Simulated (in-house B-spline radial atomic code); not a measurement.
Tc⁺. Computed with a B-spline radial atomic code. Model: non-relativistic spherical atom: semilocal Troullier-Martins pseudo-atom, one channel per l, against all electrons, high spin, G0W0 and RPA with empty states to l = 8, local potential for every l without a channel, a model core (radius 0 = none) keeps its share of the functional.

Without relativity these are model numbers for so heavy an element.

What the tables leave out is listed at the end.

The pseudopotential gives back the lowest level of each angular momentum of its own functional in the configuration it was made in; a second state of the same l is only approximately right. Exact exchange, RPA and GW see the smooth pseudo-orbitals and miss the exchange with the core, for which the functional's share stands in. The column with an uncorrelated core keeps all orbitals and exact exchange, and so separates missing core correlation from pseudisation. Only the three outermost levels and the lowest empty one were computed. RPA here is direct RPA, with no exchange kernel, and its energies carry an (l + 1/2)⁻⁴ tail. A hybrid on a potential with a model core restores only its own semilocal share of the core's exchange.

Command:
```bash
python run_psgw.py task.json out
```
Settings (lengths in bohr, energies in hartree):
```
Z                      43
electrons              42
configuration          [Kr] 4d5 5s1
generated_in           [Kr] 4d5 5s1
functional             lda,vwn
core_shells            7
radius_factor          0.8
core_correction        False
ion_configuration      [Kr] 4d5
```

Cost of the run: 86 s on 1 thread of Arm Neoverse N1 (shared host).

Given: made with LDA VWN5; model core radius 0 bohr; local radius 1.024 bohr; mean-field start LDA VWN5.

Valence shells of the generating configuration: 4p, 4d, 5s.

Channel: s 2.155, p 0.824, d 0.999 (radii in bohr).

Computed: largest level miss in the spin-unpolarised generating configuration 0.001 eV; valence RPA correlation energy all-electron orbitals -0.63277 hartree; all-electron RPA polarisability, core included 27.339 bohr³; pseudo-atom RPA polarisability 27.234 bohr³; ionisation by mean-field all-electron 15.312 eV; ionisation by mean-field pseudo minus all 0.013 eV; ionisation by RPA pseudo minus all 1.191 eV.

```
          level  occupied  mean-field all-electron (eV)  mean-field pseudo minus all (eV)  G0W0 all-electron (eV)  G0W0 uncorrelated core minus all (eV)  G0W0 pseudo minus all (eV)  exchange self-energy all-electron (eV)  exchange self-energy pseudo (eV)
          5s up         1                       -11.952                            -0.003                 -15.415                                  0.013                      -1.035                                 -12.035                           -12.587
          4d up         1                       -15.825                            -0.085                 -21.024                                  0.093                       0.129                                 -29.674                           -25.222
4d down (empty)         0                       -12.397                             0.446                 -8.0083                                  0.202                       0.329                                 -10.519                            -5.757
```

(1) What is the ionisation by RPA all-electron?

(2) What is the valence RPA correlation energy pseudo?

Given: mean-field start PBE0.

Computed: valence RPA correlation energy all-electron orbitals -0.59254 hartree; valence RPA correlation energy pseudo -0.75776 hartree; all-electron RPA polarisability, core included 24.718 bohr³; pseudo-atom RPA polarisability 22.348 bohr³; ionisation by mean-field all-electron 14.757 eV; ionisation by RPA all-electron 15.122 eV.

```json
{"level": "5s up", "occupied": "1", "mean-field all-electron (eV)": "-12.323", "mean-field pseudo minus all (eV)": "-0.446", "G0W0 all-electron (eV)": "-15.227", "G0W0 uncorrelated core minus all (eV)": "0.015", "G0W0 pseudo minus all (eV)": "-1.227", "exchange self-energy all-electron (eV)": "-11.742", "exchange self-energy pseudo (eV)": "-13.207"}
{"level": "4d up", "occupied": "?", "mean-field all-electron (eV)": "?", "mean-field pseudo minus all (eV)": "?", "G0W0 all-electron (eV)": "?", "G0W0 uncorrelated core minus all (eV)": "?", "G0W0 pseudo minus all (eV)": "?", "exchange self-energy all-electron (eV)": "?", "exchange self-energy pseudo (eV)": "?"}
{"level": "4p down", "occupied": "1", "mean-field all-electron (eV)": "-51.962", "mean-field pseudo minus all (eV)": "1.275", "G0W0 all-electron (eV)": "-56.068", "G0W0 uncorrelated core minus all (eV)": "-0.304", "G0W0 pseudo minus all (eV)": "2.19", "exchange self-energy all-electron (eV)": "-36.939", "exchange self-energy pseudo (eV)": "-25.091"}
{"level": "4d down (empty)", "occupied": "0", "mean-field all-electron (eV)": "-9.9951", "mean-field pseudo minus all (eV)": "0.473", "G0W0 all-electron (eV)": "-7.3069", "G0W0 uncorrelated core minus all (eV)": "0.206", "G0W0 pseudo minus all (eV)": "0.543", "exchange self-energy all-electron (eV)": "-10.018", "exchange self-energy pseudo (eV)": "-5.5953"}
```

(3) What belongs in the row 4d up?

(4) What is the ionisation by RPA pseudo minus all?

(5) What is the ionisation by mean-field pseudo minus all?

Given: mean-field start Hartree-Fock.

Computed: valence RPA correlation energy pseudo -0.65479 hartree; pseudo-atom RPA polarisability 13.334 bohr³; ionisation by mean-field all-electron 13.711 eV; ionisation by mean-field pseudo minus all 2.292 eV; ionisation by RPA all-electron 14.809 eV; ionisation by RPA pseudo minus all 1.526 eV.

| level | occupied | mean-field all-electron (eV) | mean-field pseudo minus all (eV) | G0W0 all-electron (eV) | G0W0 uncorrelated core minus all (eV) | G0W0 pseudo minus all (eV) | exchange self-energy all-electron (eV) | exchange self-energy pseudo (eV) |
| --- | --- | --- | --- | --- | --- | --- | --- | --- |
| 5s up | 1 | -13.88 | -2.447 | -14.982 | 0.018 | -1.635 | -11.1 | -15.692 |
| 4d up | ? | ? | ? | ? | ? | ? | ? | ? |
| 4p down | 1 | -57.734 | 4.245 | -57.207 | -0.247 | 3.109 | -36.656 | -24.973 |
| 5s down (empty) | 0 | -5.2813 | -0.198 | -6.4583 | 0.012 | 0.005 | -0.79258 | -0.93279 |

(6) What belongs in the row 4d up?

(7) What is the valence RPA correlation energy all-electron orbitals?

(8) What is the all-electron RPA polarisability, core included?

## Answers

(1) 15.271 eV.

(2) -0.80218 hartree.

(3) occupied: 1; mean-field all-electron (eV): -17.485; mean-field pseudo minus all (eV): 0.09; G0W0 all-electron (eV): -21.345; G0W0 uncorrelated core minus all (eV): 0.102; G0W0 pseudo minus all (eV): 0.345; exchange self-energy all-electron (eV): -29.916; exchange self-energy pseudo (eV): -25.502.

(4) 1.346 eV.

(5) 0.533 eV.

(6) occupied: 1; mean-field all-electron (eV): -22.036; mean-field pseudo minus all (eV): 0.756; G0W0 all-electron (eV): -22.062; G0W0 uncorrelated core minus all (eV): 0.113; G0W0 pseudo minus all (eV): 0.778; exchange self-energy all-electron (eV): -30.069; exchange self-energy pseudo (eV): -25.671.

(7) -0.5045 hartree.

(8) 19.391 bohr³.

Among the listed levels the largest G0W0 shift of the pseudo-atom is +3.11 eV, for 4p down on the Hartree-Fock start, while leaving the core uncorrelated moves that level by -0.25 eV. So pseudisation and the lost core exchange, not the missing core correlation, make the error. Not in the tables (levels of low weight, unsolved or above zero; the highest and the empty levels are kept at any weight): on LDA the G0W0 levels 4p down (pseudo minus all +1.71 eV, weights 0.78 and 0.74).
